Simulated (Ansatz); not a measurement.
C₂H₈BGeIn, 13 atoms. Charge 0, multiplicity 1. Correlated methods include outer-core shells of Ge, In, which these sets cover unevenly. Scalar relativity is left out up to krypton. In takes the def2 core potential. The bonds changed during the relaxation, so this is another structure than the one it started from. All runs use 4 threads of an Intel Xeon on a shared host. Correlated methods freeze the cores.

Problem. How many basis functions does each run have, and how long does it take in Ansatz? RKS ωB97M-V/def2-TZVPP energy and forces; RKS HSE06 (plane-wave form)-D4/def2-TZVPP energy; RHF-MP2/def2-QZVPP energy; direct RPA on PBE orbitals/def2-TZVPP energy; RKS PBE0-D4/def2-TZVP relaxation (56 steps); RKS B3LYP-D4/def2-TZVPP energy and forces; RKS PBE0-D4/def2-TZVP frequencies; RKS revPBE-D4/def2-TZVPP energy; RKS ωB97M-V/def2-SVP energy; RKS PBE0-D4/def2-SVP energy; RHF-CCSD(T)/def2-SVP energy; RKS ωB97M-V/def2-QZVPP energy. (Estimate.)

Solution. The calculation gave: Other jobs shared the machine, so times are rough.

| level | job | functions | wall time | peak host memory (GiB) |
| --- | --- | --- | --- | --- |
| RKS PBE0-D4/def2-SVP | energy | 140 | 2.7 s | 0.66 |
| RKS revPBE-D4/def2-TZVPP | energy | 303 | 3.5 s | 0.5 |
| RKS HSE06 (plane-wave form)-D4/def2-TZVPP | energy | 303 | 6.5 s | 1.2 |
| RKS ωB97M-V/def2-SVP | energy | 140 | 8.5 s | 0.66 |
| RKS B3LYP-D4/def2-TZVPP | energy and forces | 303 | 9.5 s | 1.2 |
| direct RPA on PBE orbitals/def2-TZVPP | energy | 303 | 10 s | 1 |
| RKS ωB97M-V/def2-TZVPP | energy and forces | 303 | 20 s | 1.5 |
| RHF-CCSD(T)/def2-SVP | energy | 140 | 21 s | 1.1 |
| RKS ωB97M-V/def2-QZVPP | energy | 582 | 37 s | 3.3 |
| RHF-MP2/def2-QZVPP | energy | 582 | 49 s | 5 |
| RKS PBE0-D4/def2-TZVP | relaxation (56 steps) | 239 | 5.9 min | 0.93 |
| RKS PBE0-D4/def2-TZVP | frequencies | 239 | 6.4 min | 0.96 |

B3LYP here is the variant with VWN-RPA as its local correlation; programs differ in this.
